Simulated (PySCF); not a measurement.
Ligands exchanged one at a time, B OH-H. All species are isolated molecules in the gas phase. One relaxed conformer stands for each flexible species; it need not be the lowest. Strings in code marks are SMILES.

The four lowest singlet excitations (Tamm–Dancoff). All values below come from M06-2X/def2-TZVP // B3LYP-D3(BJ)/def2-TZVP in PySCF. Excitations are Tamm–Dancoff values on a coarser integration grid. The basis has no diffuse functions, so Rydberg states are missing or too high.

```json
[
 {"state": "S1", "energy (eV)": "8.69", "wavelength (nm)": "143", "oscillator strength": "0.000"},
 {"state": "S2", "energy (eV)": "8.69", "wavelength (nm)": "143", "oscillator strength": "0.000"},
 {"state": "S3", "energy (eV)": "9.60", "wavelength (nm)": "129", "oscillator strength": "0.061"},
 {"state": "S4", "energy (eV)": "9.98", "wavelength (nm)": "124", "oscillator strength": "0.000"}
]
```

Q: Name which member gives these states.
A) `OB(O)O`
B) `BO`
C) `OBO` (H–O–B–O torsion 180°, O–B–O–H torsion 180°)

A: A, `OB(O)O`
